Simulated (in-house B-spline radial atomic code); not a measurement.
A fraction x of an electron is removed from 4s in As IV (As3+), starting from [Ar] 3d10 4s2 and keeping the highest spin. Computed with an all-electron radial atomic-structure program (B-spline basis): non-relativistic BP86, spin-polarised, spherical fractional occupations, point nucleus.

| x | E(x) - E(0) (eV) | 4s down level (eV) |
| --- | --- | --- |
| 0 | 0.0000 | -43.980 |
| 0.07 | 3.1063 | -44.770 |
| 0.16 | 7.1813 | -45.785 |
| 0.35 | 16.0833 | -47.919 |
| 0.47 | 21.9140 | -49.259 |
| 0.5 | 23.3968 | -49.593 |
| 0.59 | 27.9051 | -50.592 |
| 0.73 | 35.0962 | -52.137 |
| 0.84 | 40.8978 | -53.345 |
| 0.98 | 48.4731 | -54.876 |
| 1 | 49.5728 | - |

The exact functional would give a straight line between the two integer points. Deviations E(x) - E(0) - x[E(1) - E(0)], in eV: -0.364 at x = 0.07, -0.75 at x = 0.16, -1.267 at x = 0.35, -1.385 at x = 0.47, -1.39 at x = 0.5, -1.343 at x = 0.59, -1.092 at x = 0.73, -0.743 at x = 0.84, -0.108 at x = 0.98.

The curve lies below the straight line by up to 1.39 eV (at x = 0.5): convex, the delocalisation error that favours fractional charges.

(1) How well does Slater's transition state (minus the level at half occupation) give the ionisation energy?

Results:

(1) It gives 49.593 eV against 49.573 eV from the two total energies; NIST lists 50.15 eV, ground level to ground level.
